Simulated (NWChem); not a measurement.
# HfH₄S; SMILES [SH][HfH3]

```xyz
6

Hf     0.0072     0.4261     0.0000
H     -1.7532     0.9831     0.0000
H      0.8794     1.0608     1.4937
H      0.8794     1.0608    -1.4937
S      0.0494    -1.9907     0.0000
H     -1.3104    -1.9326     0.0000
```
Atoms are numbered in this order, from 1.

The geometry was optimised at PBE0/def2-SVP. def2 effective core potentials on Hf; no spin-orbit coupling.

Symmetry labels are those of Cs in the frame above (b1 and b2, or b-type labels, depend on it).

Question: List the 4 lowest vertical singlet excitations and the 4 lowest triplet ones from B3LYP/def2-SVP with def2 effective core potentials on Hf, TDA (NWChem).

Answer: 
```
state  energy (eV)  oscillator strength  symmetry  leading excitation (squared amplitude)
-----  -----------  -------------------  --------  --------------------------------------
S1            4.23                0.002        a"                      HOMO → LUMO (0.72)
S2            4.47                0.002        a'                    HOMO → LUMO+1 (0.35)
S3            4.48                0.000        a"                  HOMO−1 → LUMO+1 (0.54)
S4            4.54                0.001        a"                    HOMO−2 → LUMO (0.45)
T1            3.94       spin-forbidden        a"                    HOMO−2 → LUMO (0.51)
T2            4.06       spin-forbidden        a'                    HOMO → LUMO+1 (0.36)
T3            4.13       spin-forbidden        a'                    HOMO−1 → LUMO (0.60)
T4            4.16       spin-forbidden        a"                  HOMO−1 → LUMO+1 (0.92)
```
